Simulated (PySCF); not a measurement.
An unknown shows these calculated signals:

¹H NMR (400 MHz, computed): δ 4.20 (m, 1H), 3.72 (d, 6H).

¹³C{¹H} NMR (computed): δ 143.8 (C).

[PySCF 2.14.0 with density-fitted response routines: coordinates at the GFN2-xTB level; GIAO PBE0/pcSseg-1 shieldings; one conformer; non-relativistic Hamiltonian; fast rotation and ring inversion assumed for equivalent nuclei; isolated molecule]

Scale: TMS for ¹H (31.72 ppm) and ¹³C (186.93 ppm) (reference shieldings calculated alike).

Which of these does the molecule contain: a non-aromatic C=C double bond, a Si–H bond, a CF3 group, a Si–CH3 group, a ketone?

Results:


- A non-aromatic C=C double bond: no.
- A Si–H bond: yes (δH 4.20 (m)).
- A CF3 group: yes (δC 143.8).
- A Si–CH3 group: no.
- A ketone: no.

The data belong to `[SiH](C(F)(F)F)([SiH3])[SiH3]`, CH$_{7}$F$_{3}$Si$_{3}$; they needn't prove each group on their own.

Carbon signals by region: 1 in the sp2 and nitrile region (100–160 ppm).

Splittings by ¹⁹F in the carbon and heteronuclear signals aren't shown, as no couplings were computed. Shifts are as computed. Against solution values, carbons near 30 ppm lie about +3 ppm off and those near 130 ppm about +5 ppm. Of 1211 compounds with measured shifts, 218 miss one by over three times the rms of a fit or turn the order of signals round; such compounds aren't used in these exercises. Multiplicities follow the n + 1 count of equivalent neighbours, as no J values were calculated; m marks all less simple cases, F and P coupling included.
